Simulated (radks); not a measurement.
Values are calculated unless marked as measured or tabulated.
Question: Code: a radial shooting solver on a logarithmic mesh with Libxc functionals. Model: scalar-relativistic Kohn-Sham, LDA (Slater exchange, Perdew-Wang correlation), spin-unpolarised, spherical densities, point nucleus. Each species is in its NIST ground configuration. Rank Ho, Yb, Dy, Sm, Tm, Nd, Pr, Eu, Tb, La, Gd, Pm, Ce, Lu, Er by mean radius of the outermost orbital (bohr), largest first.

Answer: Pr 4.44, Nd 4.38, La 4.37, Pm 4.32, Ce 4.30, Sm 4.26, Eu 4.21, Tb 4.11, Dy 4.06, Ho 4.01, Er 3.96, Gd 3.95, Tm 3.92, Yb 3.87, Lu 3.61.
